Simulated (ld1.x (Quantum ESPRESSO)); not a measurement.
**Tl: one change to a TM potential, before and after**

* Element: Tl
* Generator: ld1.x (Quantum ESPRESSO) 7.5
* Type: norm-conserving Troullier–Martins (Kleinman–Bylander form)
* Functional: PBE
* Relativity: scalar-relativistic
* Frozen core: [Xe] 4f14 5d10
* Valence charge: 3
* Reference configuration: 6s2 6p1
* Partial waves: 6p (bound): rc 2.85 bohr; 6s (bound): rc 2.20 bohr
* Local potential: the s channel
* Core correction: none

Change: all radii scaled by about 1.33 (s 2.92, p 3.78 bohr).

Cutoffs: the cutoffs (Ry, on a coarse ladder) from which the occupation-weighted sum of valence levels, in a spherical-Bessel basis at the reference potential, stays within 10 and 1 mRy of its value at 400 Ry; they do not see the model core or the augmentation charge, which bear on the density cutoff. Errors are all-electron minus pseudo energies relative to the spin-unpolarised reference configuration.

Predict the effect on cutoff, ghosts and configuration errors.

The potential gets softer (18 Ry and 30 Ry → 8 Ry and 18 Ry); of the 7 tests that both files solve, the error grows in 1 and shrinks in 3 by more than 15 % and 0.3 meV (median size 35.2 → 23.3 meV); neither file shows a bound ghost. A larger radius leaves more room for a smooth pseudo-wave, so fewer plane waves are needed.

```tsv
quantity	base	changed
cutoff, loose	18 Ry	8 Ry
cutoff, tight	30 Ry	18 Ry
loose cutoff by channel (10 mRy a level)	p 6 Ry, s 10 Ry	p 6 Ry, s 8 Ry
bound ghosts	none	none
error for 6s2 6p0, meV [ΔE 5.17 eV]	+47	+44
error for 6s1 6p0, meV [ΔE 25.95 eV]	+105	+67
error for 6s2 6p0.5, meV [ΔE 1.85 eV]	+8.7	+8.4
error for 6s2 6p1.3, meV [ΔE -0.49 eV]	+2.1	+2.2
error for 6s1 6p1, meV [ΔE 13.44 eV]	-7.4	-17
error for 6s1 6p2, meV [ΔE 7.40 eV]	+35	+23
error for 6s0 6p3, meV [ΔE 15.21 eV]	+189	+139
```
